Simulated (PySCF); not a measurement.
C3H9B, SMILES BC(C)C.

Coordinates come from a ωB97X-D3(BJ)/def2-SVP optimisation. The structure was generated by enumeration, and PubChem lists no compound with its InChIKey, so it may never have been made.

These are PySCF with CAM-B3LYP/def2-TZVP values and carry that method's errors.

Gas-phase values at a fixed geometry.

Computed frontier levels, gap, dipole moment and polarisability:
- highest occupied level: -9.77 eV
- lowest empty level: -0.20 eV
- orbital gap: 9.57 eV
- dipole moment: 0.61 D
- quadrupole, principal values (traceless, Buckingham form, about the centre of nuclear charge): -2.77, -0.67, 3.45 D·Å
- mean static polarisability: 52.3 bohr³ (7.75 Å³)
- polarisability, principal values: 44.7, 55.4, 56.8 bohr³
